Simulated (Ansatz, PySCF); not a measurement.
C₄HCl₂F, SMILES C#CC(F)=C(Cl)Cl.

Geometry: ωB97X-D3(BJ)/def2-SVP. The structure was generated by enumeration, and PubChem lists no compound with its InChIKey, so it may never have been made.

Vertical ionisation energy (IE) and electron affinity (EA) in eV. Rows of orbital energies are one-electron estimates. Where ΔSCF, EOM or ADC give a negative EA the extra electron is unbound and the value depends on the basis.

```tsv
level	IE	EA
−ε(HOMO), −ε(LUMO), M06-2X/def2-TZVP (PySCF)	8.31	0.71
−ε(HOMO), −ε(LUMO), PBE/def2-TZVP (PySCF)	6.02	2.37
ΔSCF, PBE0/def2-SVPD (Ansatz), final states of multiplicity 2 and 2	9.19	-0.12
ΔSCF, PBE/def2-SVPD (Ansatz), final states of multiplicity 2 and 2	8.92	-0.20
```

Q: What vertical singlet–triplet gap does ΔSCF give with PBE0/def2-SVPD (Ansatz, an electronic-structure program) and with PBE/def2-SVPD (Ansatz)? (The exact figures need the calculation; the answer reports its results.)

A: 3.11 and 3.09 eV (triplet above singlet where positive).
